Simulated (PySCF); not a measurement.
# B²⁺: excitation energy

B²⁺ [He] 2s1 (2S) → B²⁺ [He] 2p1 (2P), as a difference of total energies. All numbers are calculated (PySCF 2.14, scalar relativity by spin-free X2C-1e, in aug-cc-pCVTZ-DK with one added diffuse shell each of s, p, d, f type (8s7p5d3f, 75 functions)). Correlated levels: valence and next inner shell: nothing frozen. The calculations carry no spin-orbit coupling.

| method | excitation energy (eV) |
| --- | --- |
| UHF | 6.079 |
| LDA | 5.383 |
| PBE | 5.326 |
| PBE0 | 5.515 |
| r2SCAN | 5.401 |
| BP86 | 5.266 |
| M06-2X | 5.800 |
| BHandHLYP | 5.677 |
| revPBE | 5.304 |
| MP2 (valence and next inner shell) | 6.062 |
| SCS-MP2 (valence and next inner shell) | 6.078 |
